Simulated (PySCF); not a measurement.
# What a mistake does to a calculation on BCH4Si cation

Calculated results; nothing here was measured. They come from PySCF 2.14.0, an open-source quantum chemistry program, on an isolated molecule that a program drew, which may never have been made. The molecule is BCH4Si cation (charge +1, singlet), drawn as the SMILES string `C=B[SiH2+]`.

Each row is a Hartree-Fock (HF) and frozen-core CCSD(T) single point in the cc-pV(D+d)Z basis, meant for a local HF minimum. Run 1 is clean. Each other run has one planted mistake out of seven kinds, and not every kind appears here: one electron removed, one electron added, multiplicity raised by two, geometry at a saddle point, minimal basis STO-3G, one bond length entered in bohr, all coordinates scaled. The reference is restricted for singlets and unrestricted otherwise, and also for a bond in bohr. Adding or removing an electron swaps singlet and doublet. Electrons count all cores. HOMO and LUMO are orbital energies over both spins, the gradient is its largest component, and the lowest frequency (negative if imaginary) is given only where the gradient is small. Bond lengths are over the 6 bonds as drawn. T1 is the CCSD diagnostic: over 0.02 (restricted) or 0.045 (unrestricted) a single reference is doubtful.

Geometry of the clean run:
```xyz
7
BCH4Si cation, angstrom
C     2.3495   -2.5515    0.0723
B     1.3204   -1.6508   -0.2271
Si   -0.0833   -0.4225   -0.6354
H     3.3380   -2.4688   -0.3723
H     2.2116   -3.3786    0.7640
H     0.1380    0.6785   -1.5721
H    -1.4011   -0.5643   -0.0174
```

```
run  electrons  basis functions  <S^2>  HOMO (eV)  LUMO (eV)  gradient (hartree/bohr)  lowest frequency (cm^-1)  mean bond (Å)  longest bond (Å)      T1  HF (hartree)  CCSD(T) (hartree)                          mistake
  1         28               71  0.000     -14.53      -5.93                  2.9e-05                       153         1.4014             1.909  0.0215    -353.45924         -353.79870                         no fault
  2         28               23  0.000     -13.01      -3.05                  3.8e-02                         -         1.4014             1.909  0.0166    -349.39860         -349.58568             minimal basis STO-3G
  3         28               71  0.000     -14.83      -5.91                  2.3e-02                         -         1.3621             1.856  0.0204    -353.45366         -353.78915           all coordinates scaled
  4         29               71  0.915      -7.60       1.48                  1.4e-02                         -         1.4014             1.909  0.0329    -353.70943         -354.05535               one electron added
  5         28               71  1.369     -14.70      -5.32                  3.2e-02                         -         1.5626             2.054  0.0869    -353.34036         -353.65860  one bond length entered in bohr
  6         28               71  2.018     -13.51      -6.19                  5.5e-02                         -         1.4014             1.909  0.0143    -353.43779         -353.73746                                ?
```

**Which mistake was planted in run 6, and what did it cost?**

Electrons, basis and geometry are unchanged, and <S^2> is 2.018, beside S(S+1) = 2.00 for a multiplicity of 3. So the mistake is: multiplicity raised by two. Subtracting run 1 and multiplying by 627.51 kcal/mol a hartree, the energy moved by 13.5 kcal/mol in HF and 38.4 kcal/mol in CCSD(T).

Cautions from the logs. Run 1: T1 is over the limit, so its CCSD(T) energy is less reliable; run 3: T1 is over the limit, so its CCSD(T) energy is less reliable; run 5: T1 is over the limit, so its CCSD(T) energy is less reliable.
